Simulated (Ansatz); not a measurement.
Program: Ansatz. Geometries: PBE0-D4/def2-TZVP. ΔE: electronic, gas phase. CCSD(T)/CBS is the MP2 limit (def2-TZVPP, def2-QZVPP) plus CCSD(T) − MP2 in def2-TZVPP, frozen cores. This one scheme is used for every species. DFT in def2-TZVPP. One conformer a species, not always the lowest.

Consider the substitution at a C–O bond: `CC(C)(C)C(=O)O` + dimethylamine → `CN(C)C(=O)C(C)(C)C` + H₂O.

```tsv
species	r2SCAN0 energy (Eh)
`CC(C)(C)C(=O)O`	-346.93667
`CNC`	-135.11641
`CN(C)C(=O)C(C)(C)C`	-405.63585
H₂O	-76.41194
```

Q: Work out ΔE.

A: ΔE = (-405.63585) + (-76.41194) − (-346.93667) − (-135.11641) = 0.00529 Eh = +13.9 kJ/mol. CCSD(T)/CBS gives +1.6 kJ/mol.

Largest T1 diagnostic among the species: 0.013.

At CCSD(T), def2-SVP lies +17.9 kJ/mol from the extrapolated value and def2-TZVPP +4.3 kJ/mol. Leaving LDA and LC-ωPBE aside and taking each functional with its dispersion term where it has one, the values, not all of them listed here, spread over 15.8 kJ/mol, from revPBE-D4 to B2PLYP. LDA lies −23.4 kJ/mol from PBE without D4.
